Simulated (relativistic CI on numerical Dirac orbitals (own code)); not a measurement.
Electric-dipole transitions in W⁴⁴⁺

Computed by Dirac-Coulomb-Breit CI, KLI orbitals optimised for each configuration, model QED (radiative potential, 1s self-energy scaled to tabulated hydrogen-like ionisation energies), unscaled Slater integrals (own radial code, finite nucleus).

CI space (outside the closed core [Ar]): 3d10.4s2, 3d10.4s.4p, 3d10.4p2, 3d10.4s.4d, 3d10.4s.4f, 3d10.4d2, 3d10.4p.4d, 3d10.4f2, 3d10.4p.4f, 3d10.4d.4f, 3d10.4s.5s, 3d10.4s.5p, 3d10.4s.5d, 3d10.4s.5f, 3d10.4s.5g, 3d10.4s.6s, 3d10.4s.6p, 3d10.4s.6d, 3d10.4s.6f, 3d10.4s.7s, 3d9.4s2.4p, 3d9.4s2.4d, 3d9.4s2.4f, 3d9.4s2.5s, 3d9.4s2.5p, 3d9.4s2.5d. Double excitations out of closed p, d and f shells are left out; levels of such configurations are missing from the list, as are those of other unlisted configurations, and high levels can miss mixing partners. These lack a partner that the ground configuration has and come out too high: 3d9.4s2.4p, 3d9.4s2.4d, 3d9.4s2.4f, 3d9.4s2.5s, 3d9.4s2.5p.

| λ vac (nm) | Lower | Upper | A (s⁻¹) | gf | Branching (%) |
| --- | --- | --- | --- | --- | --- |
| 0.57446 | 3d10.4s2 1S_0 [1] | 3d9.4s2.4f 1P°_1 [168] | 4.13e+14 | 6.13e+00 | 99.3 |
| 0.59345 | 3d10.4s2 1S_0 [1] | 3d9.4s2.4f 3D°_1 [160] | 1.23e+14 | 1.96e+00 | 99.1 |
| 1.3182 | 3d10.4s.4p 3P°_2 [4] | 3d10.4s.5d 3D_3 [93] | 5.68e+12 | 1.04e+00 | 86.8 |
| 1.4510 | 3d10.4s.4d 3D_1 [9] | 3d10.4s.5f 3F°_2 [95] | 9.18e+12 | 1.45e+00 | 82.7 |
| 1.4564 | 3d10.4s.4d 3D_2 [10] | 3d10.4s.5f 3F°_3 [96] | 9.54e+12 | 2.12e+00 | 86.2 |
| 1.4823 | 3d10.4s.4d 3D_3 [11] | 3d10.4s.5f 3F°_4 [97] | 1.11e+13 | 3.29e+00 | 98.9 |
| 1.4911 | 3d10.4s.4d 1D_2 [12] | 3d10.4s.5f 1F°_3 [98] | 8.58e+12 | 2.00e+00 | 77.3 |
| 1.7302 | 3d10.4s.4f 3F°_3 [19] | 3d10.4s.5g 1G_4 [102] | 5.47e+12 | 2.21e+00 | 25.8 |
| 1.7391 | 3d10.4s.4f 3F°_3 [19] | 3d10.4s.5g 3G_4 [100] | 1.02e+13 | 4.17e+00 | 48.2 |
| 1.7488 | 3d10.4s.4f 3F°_2 [20] | 3d10.4s.5g 3G_3 [99] | 1.78e+13 | 5.70e+00 | 83.9 |
| 1.7544 | 3d10.4s.4f 3F°_4 [21] | 3d10.4s.5g 3G_5 [101] | 1.90e+13 | 9.64e+00 | 89.9 |
| 1.7555 | 3d10.4s.4f 3F°_3 [22] | 3d10.4s.5g 1G_4 [102] | 9.57e+12 | 3.98e+00 | 45.1 |
| 1.7647 | 3d10.4s.4f 3F°_3 [22] | 3d10.4s.5g 3G_4 [100] | 8.66e+12 | 3.64e+00 | 40.9 |
| 4.8488 | 3d10.4p2 3P_0 [5] | 3d10.4p.4d 3D°_1 [16] | 1.18e+12 | 1.25e+00 | 91.8 |
| 4.8535 | 3d10.4s.4p 3P°_1 [3] | 3d10.4s.4d 3D_2 [10] | 1.01e+12 | 1.79e+00 | 98.1 |
| 4.9737 | 3d10.4p.4d 3F°_3 [17] | 3d10.4d2 1G_4 [38] | 6.05e+11 | 2.02e+00 | 73.0 |
| 6.0443 | 3d10.4s.4d 3D_2 [10] | 3d10.4p.4d 3D°_3 [26] | 6.90e+11 | 2.64e+00 | 54.5 |
| 6.0860 | 3d10.4s2 1S_0 [1] | 3d10.4s.4p 1P°_1 [6] | 6.64e+11 | 1.11e+00 | 100.0 |
| 6.3580 | 3d10.4s.4p 1P°_1 [6] | 3d10.4p2 3P_2 [13] | 7.86e+11 | 2.38e+00 | 69.6 |
| 6.4264 | 3d10.4s.4d 3D_3 [11] | 3d10.4p.4d 3F°_4 [27] | 6.27e+11 | 3.49e+00 | 100.0 |
| 6.4500 | 3d10.4s.4d 1D_2 [12] | 3d10.4p.4d 3P°_2 [28] | 5.42e+11 | 1.69e+00 | 70.9 |
| 6.6709 | 3d10.4p.4d 3D°_2 [23] | 3d10.4p.4f 1F_3 [42] | 5.17e+11 | 2.42e+00 | 57.7 |
| 6.7679 | 3d10.4p.4d 3D°_3 [26] | 3d10.4d2 3F_4 [47] | 7.52e+11 | 4.65e+00 | 74.7 |
| 6.8248 | 3d10.4p2 3P_2 [13] | 3d10.4p.4d 1F°_3 [30] | 8.93e+11 | 4.36e+00 | 71.7 |
| 6.8810 | 3d10.4s.4p 3P°_2 [4] | 3d10.4s.4d 3D_3 [11] | 3.76e+11 | 1.87e+00 | 100.0 |
| 7.0546 | 3d10.4p.4d 3F°_4 [27] | 3d10.4p.4f 3G_5 [44] | 4.66e+11 | 3.82e+00 | 73.3 |
| 7.0699 | 3d10.4p2 3P_1 [7] | 3d10.4p.4d 3P°_2 [18] | 3.03e+11 | 1.14e+00 | 73.9 |
| 7.1247 | 3d10.4p.4d 1F°_3 [30] | 3d10.4p.4f 1G_4 [51] | 8.95e+11 | 6.13e+00 | 81.7 |
| 7.1936 | 3d10.4d2 3F_4 [47] | 3d10.4d.4f 3G°_5 [65] | 6.09e+11 | 5.20e+00 | 73.7 |
| 7.4329 | 3d10.4p.4f 1G_4 [51] | 3d10.4d.4f 1H°_5 [70] | 7.10e+11 | 6.47e+00 | 83.5 |

Terms are leading LS components. Brackets give the number of a level in order of energy, since labels repeat. The list gives strong lines, with weight on those to low levels, without lines whose two gauges differ by over a factor of 2.5, among the lowest 168 of 202 levels, so that lines to higher ones, which can be the strongest, are missing. Levels whose partners in the same complex of configurations lie outside the list can be far off, and so can their lines. Rates are taken at the computed energies, electric ones in the length gauge.

At this charge energies of transitions that change n are usually good to better than 1 %, and those within a shell (Δn = 0) to a few per cent.

LS names give the leading component of a level, which can be under half, so a name can repeat, a term be missing and a line seem to break the LS rules.
